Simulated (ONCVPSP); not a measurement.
## Ranking ONCV potentials for vanadium (V)

All share these settings but for the change named:

```
Element                 : V
Generator               : ONCVPSP 4.0.1
Type                    : optimised norm-conserving Vanderbilt (ONCV)
Functional              : PBEsol
Relativity              : fully relativistic
Frozen core             : [Ne]
Valence charge          : 13
Reference configuration : 3s2 3p6 3d3 4s1.5 (charge +0.5)
Partial waves           : 3s+4s: rc 1.25 bohr, ncon 3, nbas 6, qcut 12.1 1/bohr, 2 projectors; 3p: rc 1.45 bohr, ncon 3, nbas 7, qcut 10.8 1/bohr, 2 projectors, debl 2.2 Ha; 3d: rc 1.25 bohr, ncon 5, nbas 9, qcut 10.6 1/bohr, 2 projectors, debl 2.8 Ha
Local potential         : polynomial inside 1.15 bohr (lpopt 5, dvloc0 6 Ha)
Core correction         : none
```

Open shells are filled in proportion to 2j + 1.

Test errors are all-electron minus pseudo excitation energies from the reference, over 3s2 3p6 3d3 4s2; 3s2 3p6 3d3 4s1; 3s2 3p6 3d3 4s0; 3s2 3p6 3d3 4s0 4p2. None of these files shows a bound ghost.

The base gives 1.0 meV.

Of 7 variants that were run, those that failed, showed a ghost or another fault, or gave nearly equal values are left out.

A variant can come out equal or close to the base, since the largest error may sit in a test that the change hardly touches while other tests move.

Question: Rank these variants by their largest absolute test error, smallest first.
A. s: qcut 10.1
B. d: rc 0.92; local potential polynomial inside 0.92 bohr (lpopt 5, dvloc0 6 Ha)
C. p: debl 5.65

Answer: B (0.9 meV), A (1.1 meV), C (1.2 meV).
